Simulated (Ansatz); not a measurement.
```yaml
crystal:
  periodic: [false, false, false]
  atoms:
    - {symbol: F, position_ang: [0.631807, -0.321737, -2.332331]}
    - {symbol: Zr, position_ang: [0.306100, -0.462664, -0.429128]}
    - {symbol: Cl, position_ang: [1.228063, -2.652226, 0.046584]}
    - {symbol: C, position_ang: [-2.029382, -0.636479, -1.411757]}
    - {symbol: C, position_ang: [-2.009585, 0.477809, -0.547629]}
    - {symbol: C, position_ang: [-1.857311, -0.003819, 0.777232]}
    - {symbol: C, position_ang: [-1.743358, -1.401733, 0.719198]}
    - {symbol: C, position_ang: [-1.843911, -1.792699, -0.639045]}
    - {symbol: C, position_ang: [0.763513, 1.801441, 0.547471]}
    - {symbol: C, position_ang: [1.672449, 1.660804, -0.517554]}
    - {symbol: C, position_ang: [2.578095, 0.632283, -0.187121]}
    - {symbol: C, position_ang: [2.244438, 0.153146, 1.096085]}
    - {symbol: C, position_ang: [1.117210, 0.862393, 1.549545]}
    - {symbol: H, position_ang: [-2.088327, -0.597890, -2.488616]}
    - {symbol: H, position_ang: [-2.122984, 1.511012, -0.841405]}
    - {symbol: H, position_ang: [-1.831741, 0.599466, 1.671760]}
    - {symbol: H, position_ang: [-1.580183, -2.065072, 1.555257]}
    - {symbol: H, position_ang: [-1.755623, -2.801621, -1.011598]}
    - {symbol: H, position_ang: [-0.049341, 2.510054, 0.599160]}
    - {symbol: H, position_ang: [1.645308, 2.201986, -1.451397]}
    - {symbol: H, position_ang: [3.365887, 0.252992, -0.820662]}
    - {symbol: H, position_ang: [2.736873, -0.652803, 1.616650]}
    - {symbol: H, position_ang: [0.622002, 0.725346, 2.499292]}
basis:
  gaussian: {orbitals: x2c-TZVPPall}
hamiltonian: {xc: {name: revPBE}}
accuracy: high
scf: {lower_state_search: off}
outputs: {forces: true}
output: {forces: true}
```

```sh
$ ansatz run in.yaml --threads 11 --pin off --events-out ev --progress --plain --max-ram 174080MiB --backend cuda --devices 0, --max-vram 75GiB
```

Q: How does Ansatz answer? (Best estimate.)

A: The calculation gave: The input was rejected before any iteration.
```
Error: YAML parse error: error: line 32 column 1: unknown field `outputs`, expected one of crystal, accuracy, basis, kpoints, hamiltonian, magnetization, projection, total_charge, correlation, batch, efield, external_charges, scf, relax, neb, saddle, md, ramp, phonons, dielectric, real_time, elastic, magnetic_configurations, gw, evaluate, workflow, output, checkpoint, execution
30 | accuracy: high
31 | scf: {lower_state_search: off}
32 | outputs: {forces: true}
33 | output: {forces: true}
```
